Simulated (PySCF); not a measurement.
Cost of one run: geometry optimisation, `C[Se]C1=CC=CC12CCC2`.

Method: PBE0-D3(BJ)/def2-SVP geometry optimisation, gas phase (PySCF 2.14.0). Work: geometry optimisation from a GFN2-xTB start, density fitting. A driver script takes a list of jobs; this job's settings line and coordinates (Å) are shown.

Input:
```
{"job": {"xc": "PBE0", "basis": "def2-SVP", "d3": "d3bj", "grid": 2, "kind": "geom"}, "charge": 0, "multiplicity": 1}
C      3.284625     0.660312     1.083670
Se     1.414510     1.196352     1.068510
C      0.734581    -0.102619    -0.118042
C      1.384738    -1.092530    -0.760685
C      0.429351    -1.830121    -1.557414
C     -0.790554    -1.299003    -1.404433
C     -0.723076    -0.138997    -0.468191
C     -1.754787    -0.151444     0.686491
C     -2.581981     0.910951    -0.044604
C     -1.389529     1.164845    -0.972426
H      3.691105     0.749821     0.079699
H      3.804900     1.333802     1.759283
H      3.360339    -0.362445     1.443497
H      2.432855    -1.326570    -0.716223
H      0.695653    -2.673671    -2.169891
H     -1.708127    -1.619552    -1.861610
H     -2.232052    -1.110242     0.874318
H     -1.313432     0.224221     1.609758
H     -2.912412     1.756660     0.553954
H     -3.437561     0.488814    -0.567556
H     -0.808065     2.039461    -0.680057
H     -1.591494     1.201341    -2.040271
```

Hardware: one thread, Arm Neoverse V2 (aarch64), on a shared host. PySCF's memory limit was set to 1600 MB.

Task: How large is the basis?

Result: 218 functions.

Task: Which is nearest to the wall time?
A. 4.4 min
B. 33 s
C. 36 min

Result: A. The run took 4.4 min. The run took 9 energy-and-gradient evaluations and 62 SCF cycles, 29 s an evaluation on average.

Task: Estimate the peak memory.

Result: About 1.1 GiB. Peak memory is the resident size of the whole Python process, interpreter and libraries included.

The output:
```
step   0  E = -2750.44585706  max force = 0.012211
step   1  E = -2750.44844706  max force = 0.002446
step   2  E = -2750.44852752  max force = 0.000822
step   3  E = -2750.44857606  max force = 0.000764
step   4  E = -2750.44873081  max force = 0.002561
step   5  E = -2750.44877407  max force = 0.001873
step   6  E = -2750.44879874  max force = 0.001757
step   7  E = -2750.44881977  max force = 0.000403
step   8  E = -2750.44882154  max force = 0.000223
optimisation converged
```

Energies in Eh; «max force» is the largest Cartesian gradient component in Eh/bohr.

The host was shared with other jobs, so the times are rough.

The run converged: final energy -2750.44882 Eh after 8 steps; dipole 0.58 D.
